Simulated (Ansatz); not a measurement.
Ansatz (an electronic-structure program) input (CCSD(T)/def2-QZVPP):
A basis named .json is the Basis Set Exchange file of that set.

Ansatz 0.2 input:
```yaml
crystal:
  periodic: [false, false, false]
  atoms:
    - {symbol: Sn, position_ang: [-0.00320074, 0.00045965, -0.03349655]}
    - {symbol: H, position_ang: [0.08911333, -1.51299313, 0.81594046]}
    - {symbol: H, position_ang: [0.07092378, 1.49001039, 0.85888713]}
basis:
  gaussian:
    orbitals: def2-QZVPP.json
total_charge: 1
magnetization: {spin_polarized: true, initial_magnetization: 1}
correlation: {method: ccsd_t, electrons: outside_noble_gas}
```

Output:

```
Functional definition: HF
integrals: 0.49 GiB planned
874 factors; integrals over basis functions are off by at most 7.5e-4 eV
mean field: 0.36 GiB planned
mean field evaluation 1: about -5828.0158 eV, gradient 8.4e0 eV
mean field evaluation 2: about -5828.0165 eV, gradient 8.3e0 eV
mean field evaluation 4: about -5828.6022 eV, gradient 1.4e0 eV
mean field evaluation 8: about -5828.6289 eV, gradient 2.5e-4 eV
mean field evaluation 16: about -5828.6264 eV, gradient 3.5e-1 eV
mean field evaluation 32: about -5826.3866 eV, gradient 1.4e0 eV
mean field -5828.62893280 eV, -214.1981624937 hartree, gradient 2.8e-6 eV, S^2 0.765117; 1 other end points of the search recorded, 0 dependent functions left out
determinant -5828.62893280 eV, -214.1981624937 hartree, with singles and doubles -5831.19536785 eV, -214.2924772425 hartree
determinant -5826.45525403 eV, -214.1182812723 hartree, with singles and doubles -5829.25887293 eV, -214.2213123668 hartree
9 core orbitals not correlated
reference -5828.62893280 eV, -214.1981624937 hartree; 3, 2 occupied and 130, 131 virtual orbitals, 874 factors
second order -1.95673003 eV of doubles, -0.00000000 eV of singles
coupled cluster: 1.06 GiB planned
cycle   1  -2.43930476 eV  change   -2.2e-1 eV  update   2.0e-2
cycle   2  -2.45047125 eV  change   -1.1e-2 eV  update   5.6e-3
cycle   3  -2.45277379 eV  change   -2.3e-3 eV  update   2.2e-3
cycle   4  -2.45437470 eV  change   -1.6e-3 eV  update   6.5e-4
cycle   5  -2.45472756 eV  change   -3.5e-4 eV  update   2.2e-4
cycle   6  -2.45477560 eV  change   -4.8e-5 eV  update   7.8e-5
cycle   7  -2.45479454 eV  change   -1.9e-5 eV  update   2.7e-5
cycle   8  -2.45479396 eV  change    5.8e-7 eV  update   8.8e-6
cycle   9  -2.45479269 eV  change    1.3e-6 eV  update   2.8e-6
perturbative correction -0.05243927 eV, -0.0019271075 hartree
Total energy: -5831.13616475 eV, -214.2903015686 hartree
```
